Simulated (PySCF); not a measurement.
# Dipole moment and polarisability of `CCC[C@H](C)C(N)=O`

C6H13NO.
Structure used (PBE0-D3(BJ)/def2-SVP), in Å, numbered top down from 1:
```xyz
21
C6H13NO angstrom
C     -2.871    0.391    0.405
C     -1.446    0.451   -0.120
C     -0.565   -0.669    0.416
C      0.874   -0.624   -0.088
C      1.666   -1.856    0.347
C      1.575    0.616    0.460
N      2.313    1.316   -0.440
O      1.505    0.931    1.631
H     -3.490    1.204   -0.003
H     -3.357   -0.562    0.140
H     -2.892    0.475    1.503
H     -1.455    0.412   -1.225
H     -0.997    1.423    0.148
H     -0.535   -0.617    1.517
H     -1.004   -1.647    0.153
H      0.864   -0.576   -1.192
H      1.196   -2.777   -0.030
H      2.702   -1.824   -0.024
H      1.702   -1.910    1.445
H      2.360    1.058   -1.414
H      2.832    2.122   -0.116
```

Level: wB97X-D/def2-SVPD (PySCF), static field, nuclei fixed, core orbitals frozen in the response. The polarisability tensor in these axes (au):

```
x   91.84  1.53 -3.46
y    1.53 83.80 -1.24
z   -3.46 -1.24 80.11
```

Problem. What are the eigenvalues, a third of the trace, and Δα (Δα² = ½Σ(αi − αj)² over the three pairs)?

Solution. Principal values 79.03, 83.59 and 93.14 au; mean 85.25 au = 12.63 Å³ = 14.06 × 10⁻⁴⁰ C²·m²/J; Δα = 12.47 au (15 % of the mean).

Problem. What is the dipole moment, and where does it point?

Solution. (0.70, -0.37, -3.60) D, 3.68 D in size, pointing from the negative to the positive side. Measured along this direction, the outermost atoms are H11 at the negative end and H20 at the positive end.

Problem. Orientational against electronic polarisability at 350 K (dilute gas, rigid molecules)?

Solution. In Gaussian units μ²/3kT = 93.63 Å³ against 12.63 Å³, a ratio of 7.41; the Debye molar polarisation (4π/3)N_A(α + μ²/3kT) is 268.0 cm³/mol, leaving out the vibrational part.

Problem. Refractivity n − 1 of an ideal gas of it at 500 K and 1 atm, from the electronic α?

Solution. N = p/kT = 1.4678 × 10¹⁹ cm⁻³, so n − 1 = 2π × N × 12.63 × 10⁻²⁴ cm³ = 1165 × 10⁻⁶ at long wavelengths, for an ideal gas.

Problem. Find the Langevin capture rate constant for NH4+ (18.034 u) meeting this molecule (115.100 u), k = 2.342 × 10⁻⁹ cm³/s × √(α in Å³ / reduced mass in u).

Solution. The reduced mass is 15.59 u, so k = 2.11 × 10⁻⁹ cm³/s. The formula leaves out the permanent dipole, which adds to the capture rate.

Problem. Molar refractivity from α?

Solution. Lorentz–Lorenz: R = (4π/3)N_A α = 2.5225 cm³/(mol·Å³) × 12.63 Å³ = 31.9 cm³/mol, in the limit of long wavelengths.

Problem. Rayleigh depolarisation ratio (linearly polarised light, static tensor)?

Solution. ρ = 3Δα²/(45ᾱ² + 4Δα²) = 466.5/(327052 + 622.0) = 0.00142.

Isolated species at its PBE0-D3(BJ)/def2-SVP geometry (one conformer only).
